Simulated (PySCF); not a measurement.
**Vanadium: a sound run and one with changed settings**

Sound run: V [Ar] 3d3 4s2, V⁺ [Ar] 3d4. All numbers are calculated (PySCF 2.14, scalar relativity by spin-free X2C-1e, in cc-pVTZ-DK (7s6p4d2f1g, 68 functions)). In the sound run the correlated levels freeze [Ar]. The sound run starts from symmetry-adapted Hartree-Fock orbitals and uses a fine grid where one is needed.

Changed run: no relativity, point nucleus. This setting is unsound on purpose.

```csv
species,method,sound run (hartree),changed run (hartree),converged
V,UHF,-948.14226,-940.73681,yes
V,LDA,-946.96405,-939.56464,yes
V,MP2,-948.20138,-940.79512,yes
V⁺,UHF,-947.91564,-940.52288,yes
V⁺,LDA,-946.72586,-939.34111,yes
V⁺,MP2,-947.96113,-940.56806,yes
```

Ionisation energy of V:

| method | sound run (eV) | changed run (eV) |
| --- | --- | --- |
| UHF | 6.167 | 5.821 |
| M06-L | n/a | 6.070 |
| LDA | 6.482 | 6.083 |
| MP2 | 6.537 | 6.179 |
| SCS-MP2 | 7.043 | 6.684 |

Most of the change in total energy is the relativistic energy itself. On top of that the contraction fixes the core shape for the Hamiltonian it was made with, so the changed run is not a good calculation with the other Hamiltonian either.

For comparison, NIST gives 6.746 eV between the lowest levels.
